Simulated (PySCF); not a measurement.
Isomers of C4H8ClSi (doublet state), one GFN2-xTB conformer each. Single-point energies are computed at B3LYP/pcH-1 (PySCF, gas phase, no added dispersion term), electronic only. GFN2-xTB treats the open shell by occupation alone, and not every SCF solution was tested for stability.

Question: Rank them by B3LYP/pcH-1 energy, lowest first (kJ/mol).
A. `[CH2:1]=[CH:2][C:3]([Cl:4])[CH2:5][SiH3:6]` (doublet state) with C1–C2–C3–Cl4 2°, C2–C3–C5–Si6 -93°
B. `[CH3:1][CH:2]/[C:3]([Cl:4])=[CH:5]\[SiH3:6]` (doublet state) with C1–C2–C3–Cl4 0°
C. `[CH2:1][CH2:2]/[C:3]([Cl:4])=[CH:5]\[SiH3:6]` (doublet state) with H–C1–C2–C3 105° and -104°, C1–C2–C3–Cl4 179°

Answer: B (0.0), A (0.7), C (98.5).

Neighbours under 21 kJ/mol apart (C[CH]/C(Cl)=C\[SiH3] and C=C[C](Cl)C[SiH3]) can change places with a better method, another conformer or zero-point energy. GFN2-xTB itself gives, in the same order: 0.0, 0.7, 97.9. Both levels put the same isomer lowest; measured from each level's own lowest isomer, the values differ by up to 0.6 kJ/mol ([CH2]C/C(Cl)=C\[SiH3]: 97.9 against 98.5).
